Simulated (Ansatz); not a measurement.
Start from `[Cl][GeH]([Cl])[Cl]` and change one atom or group to get `[Cl][Ge]([Cl])([Cl])[SeH]`.

Ansatz, PBE0-D4/def2-TZVP geometries, multiplicity 1. Each molecule was computed in one conformer, which needn't be the lowest.

Scalar relativity is left out up to krypton.

| property | `[Cl][GeH]([Cl])[Cl]` |
| --- | --- |
| LUMO energy (PBE0/def2-TZVPP) / eV | -1.41 |
| LUMO energy (B3LYP/def2-TZVPP) / eV | -1.73 |
| size of the dipole moment (B3LYP/def2-TZVPP) / D | 1.42 |
| LUMO energy (PBE/def2-TZVPP) / eV | -2.40 |
| HOMO–LUMO gap (PBE/def2-TZVPP) / eV | 5.54 |
| HOMO–LUMO gap (ωB97M-V/def2-TZVPP) / eV | 12.29 |

Task: What does the change do to each property? (Best estimate.)

Result: Computed: 
```csv
property,`[Cl][Ge]([Cl])([Cl])[SeH]`,shift
LUMO energy (PBE0/def2-TZVPP) / eV,-2.16,-0.75
LUMO energy (B3LYP/def2-TZVPP) / eV,-2.45,-0.72
size of the dipole moment (B3LYP/def2-TZVPP) / D,1.62,0.20
LUMO energy (PBE/def2-TZVPP) / eV,-3.06,-0.66
HOMO–LUMO gap (PBE/def2-TZVPP) / eV,3.64,-1.90
HOMO–LUMO gap (ωB97M-V/def2-TZVPP) / eV,9.91,-2.38
```

With PBE0 the HOMO rises by 1.48 eV and the LUMO falls by 0.75 eV, so the gap narrows by about 2.23 eV. PBE moves the HOMO by 1.24 eV and ωB97M-V by 1.56 eV. The zero-point energy changes by 0.5 kJ/mol with +3 modes. Dipoles are sizes alone; their direction can turn.

B3LYP here is the variant with VWN-RPA as its local correlation; programs differ in this.

Spin–orbit coupling is left out; it splits and shifts lone-pair levels of the heavy atoms by tenths of an eV.
